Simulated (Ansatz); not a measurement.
Compare A (`BSC(=N)[SiH3]`) with its isomer B (`C[SiH]1SB1N`).

Computed with Ansatz on PBE0-D4/def2-TZVP structures; ΔE is electronic, products minus reactants. CCSD(T)/CBS adds triple-zeta CCSD(T) − MP2 to the extrapolated MP2 energy (def2 sets, frozen cores). DFT in def2-TZVPP. B3LYP here is the variant with VWN-RPA as its local correlation; programs differ in this. Each species was taken in one conformer, which may not be the lowest.

Question: Which isomer does CCSD(T)/CBS put lower? Give the gap. (Estimate.)

Answer: The calculation gave: B, by 65.4 kcal/mol.

Question: Give E(B) − E(A) in kcal/mol with PBE0-D4, MP2/def2-TZVPP, B2PLYP, CCSD/def2-TZVPP, r2SCAN-D4, PBE-D4, B3LYP. (An estimate is asked.)

Answer: The calculation gave: PBE0-D4 -70.2, MP2/def2-TZVPP -68.1, B2PLYP -64.2, CCSD/def2-TZVPP -64.2, r2SCAN-D4 -68.4, PBE-D4 -67.0, B3LYP -63.2. None reverses the order clearly.

Largest T1 diagnostic: 0.015.

In def2-TZVPP, CCSD(T) changes the Hartree–Fock value by −4.1 kcal/mol (the triples alone add +0.5 kcal/mol) and MP2 by −8.5 kcal/mol. The D4 term adds +1.0 kcal/mol with B3LYP and +0.5 kcal/mol with PBE0; it sums over pairs of atoms, weighted by their polarisabilities, and B3LYP, whose exchange is more repulsive, gets the larger term.
